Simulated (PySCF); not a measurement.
**Telling isomers of C$_{6}$H$_{13}$FO apart by NMR**

Calculated, not measured (PySCF): geometry: GFN2-xTB, σ from GIAO-PBE0/pcSseg-1. One computed conformer, no solvent, relativity neglected, one averaged value for each set of equivalent atoms.

Referencing at the same level of theory: 1H (σ = 31.72 ppm), 13C (σ = 186.93 ppm) against TMS. Splittings of carbon signals by F and P are missing where no couplings were computed. Where no couplings were computed, multiplicities follow the n + 1 count of equivalent neighbours, and m marks all less simple cases (inequivalent or close neighbours, rings, F or P nearby). Shifts are as computed. Against solution values, carbons near 30 ppm lie about +3 ppm off and those near 130 ppm about +5 ppm. Of 1211 compounds with measured shifts, 218 miss one by over three times the rms of a fit or turn the order of signals round; such compounds aren't used in these exercises.

(1) Tabulate the signals of `C[C@@H](F)OC(C)(C)C`, `CO[C@H](F)C(C)(C)C` and their relative energies.

(2) What is the quickest way to tell C[C@@H](F)OC(C)(C)C from CO[C@H](F)C(C)(C)C?

Answers

(1) 
```tsv
SMILES	carbon types	δC	δH	E rel. (kcal/mol)
C[C@@H](F)OC(C)(C)C	1×C 1×CH 4×CH3	108.4, 77.2, 30.3, 25.5	5.82 (m, 1H), 1.42 (m, 3H), 1.28 (s, 9H)	0.0
CO[C@H](F)C(C)(C)C	1×C 1×CH 4×CH3	123.2, 58.5, 39.0, 25.3	4.95 (m, 1H), 3.76 (s, 3H), 0.97 (s, 9H)	4.0
```

Energies are electronic energies at PBE0/pcSseg-1 on these geometries, without zero-point or thermal terms, each for the one conformer computed, which needn't be the lowest.

(2) Both give the same number of carbon signals, with the same numbers of each carbon type, so the positions decide. The first has a fully substituted sp3 carbon bonded to O (C) at 77.2 ppm, the second a quaternary sp3 carbon (C) at 39.0 ppm. Their most deshielded carbons lie at 108.4 and 123.2 ppm. In the proton spectra the most deshielded non-exchanging signals are 5.82 (m, 1H) and 4.95 (m, 1H).
